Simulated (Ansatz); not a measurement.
BeS2. Total charge 0; triplet. Geometry PBE0-D4/def2-TZVPD, that of the charge -1 doublet; atoms count from 1.

Cartesian coordinates in Å:
```
Be 0.000 0.000 0.000
S 1.191 0.776 1.212
S -1.191 -0.776 -1.212
```

The structure comes from a short search, and lower isomers may exist.

(1) Estimate the Mulliken populations from the PBE0/def2-TZVPD orbitals of Ansatz.

(2) Where does the spin sit?

(3) And the Mayer bond orders between bonded heavy atoms (over 0.3)?

## Answers

(1) 
```json
{"atom": "Be1", "charge (e)": "0.09", "spin (α − β)": "-0.06"}
{"atom": "S2", "charge (e)": "-0.04", "spin (α − β)": "1.03"}
{"atom": "S3", "charge (e)": "-0.04", "spin (α − β)": "1.03"}
```
Mulliken values and Mayer orders depend strongly on the basis. With diffuse functions, as here, like atoms can get unlike values, and bond orders can come out too low or too high.

(2) Summed by element: Be -0.06, S 2.06, of 2 unpaired in all. Largest on single atoms: S3 1.03, S2 1.03, Be1 -0.06.

(3) Be1–S2 1.37 (1.87 Å); Be1–S3 1.37 (1.87 Å).
